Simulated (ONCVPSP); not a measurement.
## Which change was made? (S, ONCV)

- Element: sulfur
- Generator: ONCVPSP 4.0.1
- Type: optimised norm-conserving Vanderbilt (ONCV)
- Functional: PBEsol
- Relativity: non-relativistic
- Frozen core: [Ne]
- Valence charge: 6
- Reference configuration: 3s2 3p4
- Partial waves: 3s: rc 1.40 bohr, ncon 3, nbas 6, qcut 5.8 1/bohr, 3 projectors, debl 3.8 Ha; 3p: rc 1.15 bohr, ncon 3, nbas 8, qcut 8.3 1/bohr, 1 projector; d scattering state at 0.11 Ha: rc 1.50 bohr, ncon 4, nbas 7, qcut 6.4 1/bohr, 2 projectors, debl 1.5 Ha
- Local potential: polynomial inside 1.05 bohr (lpopt 5, dvloc0 0 Ha)
- Core correction: Teter function fitted to the true core (icmod 2), fcfact 0.6

Cutoffs, loose and tight: the cutoffs (Ha) at which the residual kinetic energy of the hardest occupied pseudo-wave falls to 1 and 0.1 mHa per electron. They do not see the model core or the augmentation charge, which bear on the density cutoff. Test errors are all-electron minus pseudo excitation energies from the reference, over the configurations 3s2 3p3; 3s2 3p2; 3s2 3p1; 3s2 3p3.5; variants that change the core or the reference have their own tests.

The base gives: outcome: generated; cutoff, loose: 23 Ha; cutoff, tight: 38 Ha; bound ghosts: none; GHOST(+) flags above zero: s; largest test error (meV): +59.

Question: After one change the result is: outcome: generated; cutoff, loose: 23 Ha; cutoff, tight: 38 Ha; bound ghosts: s; GHOST(+) flags above zero: none; largest test error (meV): +57. Which change was it?
A. s: qcut 7.2; p: qcut 10.2; d: qcut 7.9
B. p: qcut 11.5
C. s: qcut 7.1

Answer: C. The others give: p: qcut 11.5 → outcome: generated; cutoff, loose: 44 Ha; cutoff, tight: 53 Ha; bound ghosts: none; GHOST(+) flags above zero: s; largest test error (meV): +62 | s: qcut 7.2; p: qcut 10.2; d: qcut 7.9 → outcome: generated; cutoff, loose: 36 Ha; cutoff, tight: 44 Ha; bound ghosts: s; GHOST(+) flags above zero: none; largest test error (meV): +59.
